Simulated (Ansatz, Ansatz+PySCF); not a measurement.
```xyz
4

C     0.0119    0.0383   -0.5575
O     0.0829    0.0471    0.6783
H    -0.0319   -0.9824   -1.1199
H    -0.0330    0.8562   -1.1194
```

Basis set: def2-SVP (spherical functions). Correlated methods keep 2 orbitals frozen. Charge 0, multiplicity 1.

Computed with Ansatz (development build ahead of 0.2.0); each method stands on the lowest determinant of its kind that the runs found. Restricted open shells among the atoms or ions are ROHF, correlated in semicanonical orbitals with singles.

The atomization energy at this shape (free ground-state atoms in the same class of orbitals less the molecule, no zero-point energy) of singlet CH₂O:

```tsv
method	atomization energy
RHF	11.09 eV
```

Q: What does RHF-MP2 give?

A: 15.42 eV. Caution: the shape is not the minimum.
